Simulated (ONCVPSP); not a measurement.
Which setting gave this result? (platinum, ONCV)

Base potential:

| Item | Value |
| --- | --- |
| Element | platinum (Pt) |
| Generator | ONCVPSP 4.0.1 |
| Type | optimised norm-conserving Vanderbilt (ONCV) |
| Functional | LDA (Perdew-Zunger) |
| Relativity | scalar-relativistic |
| Frozen core | [Xe] 4f14 |
| Valence charge | 10 |
| Reference configuration | 5d9 6s1 |
| Partial waves | 6s: rc 2.45 bohr, ncon 4, nbas 8, qcut 2.2 1/bohr, 3 projectors, debl 3.3 Ha; p scattering state at 0.05 Ha: rc 2.20 bohr, ncon 4, nbas 8, qcut 4.2 1/bohr, 3 projectors, debl 0.6 Ha; 5d: rc 2.15 bohr, ncon 3, nbas 7, qcut 7 1/bohr, local; f scattering state at 0.16 Ha: rc 2.15 bohr, ncon 4, nbas 8, qcut 6 1/bohr, 2 projectors, debl 3.9 Ha |
| Local potential | the d channel |
| Core correction | none |

Cutoffs, loose and tight: the cutoffs (Ha) at which the residual kinetic energy of the hardest occupied pseudo-wave falls to 1 and 0.1 mHa per electron. They do not see the model core or the augmentation charge, which bear on the density cutoff. Test errors are all-electron minus pseudo excitation energies from the reference, over the configurations 5d9 6s0; 5d8 6s0; 5d7 6s0; 5d8 6s1; variants that change the core or the reference have their own tests.

Only the qcut of the d channel is moved:

```
qcut of the d channel (1/bohr)  cutoff, loose  cutoff, tight  bound ghosts  largest test error (meV)  median size of the test errors
                           4.6          27 Ha          56 Ha          s, p                      -198                        47.0 meV
                           5.6          15 Ha          28 Ha             p                      -128                        25.0 meV
                           6.6          16 Ha          28 Ha             p                       -82                        12.6 meV
                           7.8          18 Ha          28 Ha             p                       -50                         4.8 meV
                          10.2          19 Ha          28 Ha             p                       -43                         3.8 meV
```

Task: One more run gave cutoff, loose: 19 Ha; cutoff, tight: 28 Ha; bound ghosts: p; largest test error (meV): -44; median size of the test errors: 3.9 meV. Which value of the qcut of the d channel was used?

Result: 9.2 1/bohr. The median size of the test errors moves one way along this sweep, from 47.0 meV at 4.6 to 3.8 meV at 10.2 1/bohr, which places the run between 7.8 and 10.2 1/bohr.
